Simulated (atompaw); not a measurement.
Os (Z = 76): variants of one PAW (atompaw) potential

Base potential:

Os (Z = 76), PAW, made with atompaw 4.2.0.5 (PBEsol, scalar-relativistic). Core [Kr] 4d10, reference 4f14 5s2 5p6 5d6 6s2 6p0. Waves: 5s (bound): rc 1.55 bohr; 6s (bound): rc 1.50 bohr; 5p (bound): rc 2.15 bohr; 6p (bound, empty): rc 2.45 bohr; 5d (bound): rc 2.45 bohr; 5d channel at 3.5 Ry: rc 2.45 bohr; 4f (bound): rc 0.85 bohr; 4f channel at -3.15 Ry: rc 0.85 bohr. Local part: vpsmatchnc scheme with l = 4 at 0 Ry, radius 1.65 bohr. Core correction: smooth core density matched at 2.10 bohr. Augmentation charge: besselshape compensation charge, radius 2.05 bohr; PAW radius 2.45 bohr; waves and projectors: custom polynom vanderbiltortho.

Cutoffs, loose and tight: the cutoffs (Ry, on a coarse ladder) from which the occupation-weighted sum of valence levels, in a spherical-Bessel basis at the reference potential, stays within 10 and 1 mRy of its value at 400 Ry. They see the waves, projectors and local potential, not the compensation charge or the core. A dash means not determined.

A true bound ghost makes a file unfit for plane-wave use even where its test errors are small: the radial tests pick states by their node count and pass the ghost by.

Cutoffs are not given where the Bessel-basis levels miss the radial ones by over 6 mRy, ghosts where they miss by over 20 mRy; a channel whose overlap is not positive is not tested.

```csv
change,outcome,"cutoff, loose","cutoff, tight",bound ghosts
base,generated,over 300 Ry,over 300 Ry,none
"local potential bessel scheme, radius 1.65 bohr",failed: atompaw: The overlap operator has at least one negative eigenvalue!,–,–,–
core correction smooth core density matched at 1.68 bohr,generated,over 300 Ry,over 300 Ry,none
"augmentation besselshape compensation charge, radius 2.05 bohr; PAW radius 2.45 bohr; waves and projectors: custom rrkj vanderbiltortho",failed: atompaw: The overlap operator has at least one negative eigenvalue!,–,–,–
"all radii scaled by about 1.04 (s 1.62, p 2.24, d 2.56, f 0.88 bohr); local potential vpsmatchnc scheme with l = 4 at 0 Ry, radius 1.72 bohr; augmentation besselshape compensation charge, radius 2.14 bohr; PAW radius 2.56 bohr; waves and projectors: custom polynom vanderbiltortho; core correction smooth core density matched at 2.18 bohr",generated,over 300 Ry,over 300 Ry,none
```

**Question.** What comes out with this change to the base: augmentation besselshape compensation charge, radius 2.05 bohr; PAW radius 2.45 bohr; waves and projectors: custom polynom2 7 10 vanderbiltortho?

**Answer.** outcome: generated, no UPF (negative core plus compensation charge); bound ghosts: not determined.

**Question.** What comes out with this change to the base: wave 5s (bound): rc 1.55 bohr becomes 5s (bound): rc 1.66 bohr?

**Answer.** outcome: generated; cutoff, loose: over 300 Ry; cutoff, tight: over 300 Ry; bound ghosts: s.
